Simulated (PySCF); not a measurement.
Identify the unknown among the candidates.

All candidates are C5H7FO2.

* UV, first state: lowest singlet excitation: 5.89 eV (211 nm, f = 0.001) [TDDFT CAM-B3LYP/def2-SVPD]
* Rotational structure: rotational constants A, B, C: 7.545, 0.819, 0.745 GHz [PBE0-D3(BJ)/def2-SVP]
* Polarisability: 70.9 au [CAM-B3LYP/def2-SVPD]
* UV, strongest line: among the 6 lowest singlet transitions: S2 at 6.51 eV (191 nm, f = 0.442) [TDDFT CAM-B3LYP/def2-SVPD]
* Dipole: 1.82 D [CAM-B3LYP/def2-SVPD]

Gas-phase values; electronic properties from PySCF, density fitting. Levels stand in brackets. One conformer (not necessarily the lowest) at the PBE0-D3(BJ)/def2-SVP geometry, without solvent, vibrations or thermal averaging.

Question: Which candidate is it?
A. `C=C(F)C(=O)OCC`
B. `CO/C(C)=C\C(=O)F`
C. `C=COC(=O)CCF`

Answer: C. It is `C=COC(=O)CCF`. Numbering: `[CH2:1]=[CH:2][O:3][C:4](=[O:5])[CH2:6][CH2:7][F:8]`. Its formula, C5H7FO2, gives 2 degrees of unsaturation: 0 rings and 2 π bonds in the structure found. The optimised geometry has point group Cs and is an asymmetric top.

The others, at the same levels:
- `CO/C(C)=C\C(=O)F` fails: its computed lowest singlet excitation is 5.36 eV (231 nm, f = 0.003) (against 5.89 eV), static isotropic polarisability is 73.0 au (against 70.9 au) and rotational constant A is 4.091 GHz (against 7.545 GHz).
- `C=C(F)C(=O)OCC` fails: its computed lowest singlet excitation is 5.22 eV (238 nm, f = 0.000) (against 5.89 eV), rotational constant A is 4.223 GHz (against 7.545 GHz) and smallest rotational constant is 0.973 GHz (against 0.745 GHz).

Each candidate is one conformer, not necessarily the lowest. Dipoles, sizes and rotational constants follow the conformer. The torsions of the flexible species, by atom-mapped SMILES:
- `[CH2:1]=[CH:2][O:3][C:4](=[O:5])[CH2:6][CH2:7][F:8]`: C1–C2–O3–C4 -179°, C2–O3–C4–O5 0°, O3–C4–C6–C7 179°, C4–C6–C7–F8 180°
- `[CH3:1][O:2]/[C:3]([CH3:4])=[CH:5]\[C:6](=[O:7])[F:8]`: C1–O2–C3–C4 3°, C3–C5–C6–O7 -2°
- `[CH2:1]=[C:2]([F:3])[C:4](=[O:5])[O:6][CH2:7][CH3:8]`: C1–C2–C4–O5 0°, C2–C4–O6–C7 180°, C4–O6–C7–C8 -179°
